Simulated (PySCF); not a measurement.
# Spinor energies of Hg³⁺ (mercury, charge +3)

Start: [Xe] 4f14 5d9; 5d3/2 filled at m_j = -3/2, -1/2, +1/2, +3/2; 5d5/2 filled at m_j = -3/2, -1/2, +1/2, +3/2, +5/2. Calculated with PySCF 2.14 in x2c-SVPall-2c with one added diffuse shell each of s, p, d type (8s11p10d2f, 105 functions): generalised Hartree-Fock with the X2C-1e Hamiltonian and a Gaussian nucleus; spin-orbit coupling (SO) screened by Boettger's factors. This is a chosen level, not necessarily the ground level.

```
spinor shell  electrons  ε, screened SO (eV)  weight of nominal j (screened SO)  rms radius, screened SO (bohr)
       1s1/2          2             -83567.6                              1.000                          0.0187
       2s1/2          2             -14989.6                              1.000                          0.0756
       2p1/2          2             -14360.0                              1.000                          0.0639
       2p3/2          4             -12406.4                              1.000                          0.0720
       3s1/2          2              -3652.9                              1.000                           0.193
       3p1/2          2              -3370.3                              1.000                           0.184
       3p3/2          4              -2930.9                              1.000                           0.201
       3d3/2          4              -2467.1                              1.000                           0.177
       3d5/2          6              -2374.5                              1.000                           0.180
       4s1/2          2              -867.72                              1.000                           0.424
       4p1/2          2              -745.27                              1.000                           0.429
       4p3/2          4              -637.86                              1.000                           0.462
       4d3/2          4              -437.20                              1.000                           0.476
       4d5/2          6              -416.90                              1.000                           0.486
       5s1/2          2              -172.83                              1.000                           0.968
       4f5/2          6              -156.31                              0.999                           0.526
       4f7/2          8              -152.08                              0.999                           0.527
       5p1/2          2              -129.96                              0.998                            1.09
       5p3/2          4              -110.84                              0.999                            1.13
       5d3/2          4              -51.181                              0.973                            1.45
       5d5/2          5              -48.585                              0.978                            1.50
```

| quantity | screened SO |
| --- | --- |
| E (hartree) | -19636.24938 |
| M_J | 5/2 |
| ⟨J²⟩ | 8.767 |
| ⟨L²⟩ | 6.157 |
| ⟨S²⟩ | 0.897 |

Each row is a mean over spinors that exchange with the open shell spreads, by up to 5.044 eV (5p3/2).

Breit and QED terms are absent; they matter most for the inner s and p1/2 levels.

Densities and radii are taken from the X2C orbitals without a picture-change correction, which distorts them close to the nucleus.
